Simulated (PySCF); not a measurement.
**TDDFT excited states: C4H9PSi2**

Species: C₄H₉PSi₂.
SMILES with atom numbers: `[CH2:1]=[CH:2][Si@H:3]([PH2:4])[C:5]#[C:6][SiH3:7]` (hydrogens: H8, H9 on C1; H10 on C2; H11 on Si3; H12, H13 on P4; H14, H15, H16 on Si7)

Computed, not measured: TDDFT B3LYP/def2-SVPD, vertical, gas phase, core orbitals frozen in the response in PySCF 2.14.0, density-fitted response routines. Isolated species at its GFN2-xTB geometry (one conformer only). GFN2-xTB frequencies show an imaginary mode (22i cm⁻¹), so this geometry is no minimum at that level. Torsions of this conformer, `[CH2:1]=[CH:2][Si@H:3]([PH2:4])[C:5]#[C:6][SiH3:7]`: C1–C2–Si3–P4 179°, H–P4–Si3–C2 -171°, H–P4–Si3–C2 96°.

```csv
state,E (eV),E (hartree),f,"main configurations (H = HOMO, L = LUMO)"
S1,5.17,0.1898,0.0017,H→L (91%)
S2,5.51,0.2024,0.040,"H→L+1 (50%), H-2→L+1 (13%), H-2→L (8%)"
S3,5.54,0.2036,0.012,"H-1→L+1 (40%), H-1→L (29%)"
S4,5.67,0.2084,0.0087,"H→L+2 (26%), H-1→L+1 (23%), H-1→L (13%)"
S5,5.85,0.2151,0.082,"H→L+1 (27%), H-1→L (25%), H→L+2 (24%)"
S6,6.02,0.2214,0.028,"H→L+2 (28%), H-2→L (23%), H-3→L (19%)"
S7,6.10,0.2240,0.0099,"H-1→L+2 (31%), H-2→L (19%), H-2→L+1 (16%)"
S8,6.32,0.2322,0.0030,"H-3→L+1 (56%), H-2→L+1 (27%), H-1→L+1 (8%)"
```

Triplets, Tamm–Dancoff:

```csv
state,E (eV),λ (nm),"main configurations (H = HOMO, L = LUMO)"
T1,4.25,291.8,"H-3→L (30%), H-1→L (24%), H-2→L (23%)"
T2,4.60,269.3,"H→L+1 (30%), H-3→L+1 (14%), H-1→L+2 (10%)"
T3,4.91,252.7,"H→L (50%), H-1→L+1 (16%)"
```

The lowest singlet lies at 5.17 eV (240 nm, ultraviolet) and is very weak; its leading configuration is HOMO→LUMO (91%). The strongest level in the table is S5 at 5.85 eV (212 nm, f = 0.082). Löwdin shares by element: HOMO phosphorus 53%, carbon 15% or more, silicon 12% or more (atoms not listed hold the other 19%); LUMO carbon 55% or more, silicon 14% or more (atoms not listed hold the other 31%). The oscillator strengths of these states sum to 0.186; summed over the whole spectrum of an exact calculation they would give the number of electrons, 76 (Thomas–Reiche–Kuhn). The listed states span 1.15 eV, and the widest gap between neighbours is 0.34 eV (S1 to S2). Orbital energies (eV): HOMO-3 -8.04, HOMO-2 -7.94, HOMO-1 -7.75, HOMO -7.19, LUMO -1.15, LUMO+1 -0.83, LUMO+2 -0.46. Only the lowest 8 singlets were computed, as vertical energies without vibronic structure.

On one thread, Arm Neoverse V2 (aarch64), shared host with 96 logical CPUs at a one-minute load of 25, this took 41 s wall and 0.84 GiB of memory at its peak.
